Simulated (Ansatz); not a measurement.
Two isomers of CH4FGeNS: A = `N=C(F)[S][GeH3]`, B = `[F][Ge]1([SH])[CH2][NH]1`.

Program: Ansatz. Geometries: PBE0-D4/def2-TZVP. ΔE: electronic, gas phase. CCSD(T)/CBS is the MP2 limit (def2-TZVPP, def2-QZVPP) plus CCSD(T) − MP2 in def2-TZVPP, frozen cores. DFT in def2-TZVPP. For Ge outer-core shells are correlated without core-valence functions, which leaves a few kJ/mol of doubt a bond. Scalar relativity is left out up to krypton. Each species was taken in one conformer, which may not be the lowest.

Task: Which isomer does CCSD(T)/CBS put lower? Give the gap. (Best estimate.)

Result: Computed: B, by 13.5 kcal/mol.

Task: Give E(B) − E(A) in kcal/mol with CCSD(T)/def2-TZVPP, PBE-D4, ωB97M-V, HF/def2-TZVPP, MP2/def2-TZVPP, PBE0-D4, BLYP-D4. (An estimate is asked.)

Result: The calculation gave: CCSD(T)/def2-TZVPP -11.8, PBE-D4 -7.9, ωB97M-V -9.0, HF/def2-TZVPP -5.2, MP2/def2-TZVPP -15.0, PBE0-D4 -9.4, BLYP-D4 -5.4. None reverses the order clearly.

Task: Does the order hold for the free energy at 298.15 K (harmonic terms from PBE0-D4)? (An estimate is asked.)

Result: The calculation gave: Yes: G(B) − G(A) = -10.1 kcal/mol, for one conformer each. Modes under 60 cm⁻¹, often nearly free rotors, make the harmonic entropy too high.

Largest T1 diagnostic: 0.013.

From PBE to PBE0 (25 % exact exchange), in def2-TZVPP and without D4, E(B) − E(A) moves by −1.5 kcal/mol. At CCSD(T), def2-SVP lies +10.5 kcal/mol from the extrapolated value and def2-TZVPP +1.8 kcal/mol.
